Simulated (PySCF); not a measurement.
[Er(OH)4]− at several levels of theory

Computed with PySCF 2.14.0 (density fitting, no spin-orbit coupling) at the geometry relaxed with PBE:

```xyz
9
[Er(OH)4]− (singlet in the valence; each metal's 4f electrons, 11 of them, lie in its core potential, out of spins and levels; a saddle point, relaxed within its symmetry)
Er    0.0148   -0.0076    0.0015
O     1.1352    1.3308    1.2084
H     2.0544    1.6340    1.2548
O    -1.1982   -1.2854    1.1982
H    -2.1621   -1.3683    1.1120
O     1.2909   -1.1786   -1.2206
H     1.3972   -2.1217   -1.4155
O    -1.3290    1.1541   -1.1774
H    -1.5679    2.0717   -0.9654
```

| level | basis | state | HOMO (eV) | gap (eV) | charge on Er1 (e) | population of f-type functions on Er1 (polarisation alone where 4f lies in the core) | dipole about the centre of mass (D) | largest force component (eV/Å) |
| --- | --- | --- | --- | --- | --- | --- | --- | --- |
| PBE | Er lcecp-1-SVP with ECP57, O def2-SVP, H def2-SVP | singlet | -0.85 | 4.21 | 0.47 | 0.07 | 0.21 | 0.01 |
| B3LYP | the same | singlet | -2.24 | 5.96 | 0.66 | 0.07 | 0.23 | 0.42 |
| HF | the same | singlet | -6.93 | 12.86 | 1.34 | 0.07 | 0.28 | 1.79 |
| revPBE | the same | singlet | -0.78 | 4.22 | 0.52 | 0.07 | 0.21 | 0.11 |
| PBE | Er lcecp-1-TZVP with ECP57, O def2-TZVP, H def2-TZVP | singlet | -1.26 | 4.40 | 1.27 | 0.07 | 0.22 | 0.34 |

In the lcecp rows the 4f levels are missing from HOMO and gap, and the state counts the valence alone.

Charges are Mulliken's, which hang on the basis. The relaxation used the grid (50, 194), these runs (75, 302) or, all-electron (x2c bases, spin-free X2C Hamiltonian), (99, 590).

**Question.** What does BP86 with Er lcecp-1-SVP with ECP57, O def2-SVP, H def2-SVP give here?

**Answer.** state singlet, HOMO (eV) -0.96, gap (eV) 4.41, charge on Er1 (e) 0.48, population of f-type functions on Er1 (polarisation alone where 4f lies in the core) 0.06, dipole about the centre of mass (D) 0.21, largest force component (eV/Å) 0.06. Time: 5.3 s on 2 threads of Arm Neoverse V2, with other jobs on the host, from an already converged density.

In the first row's basis the gap widens with exact exchange: 4.2 to 4.4 eV for PBE, revPBE, BP86 (none); 6.0 eV for B3LYP (a fixed share); 12.9 eV for Hartree–Fock (rising or full at long range).

An lcecp potential fixes the number of 4f electrons, so in runs with it no electron can move into or out of that shell.
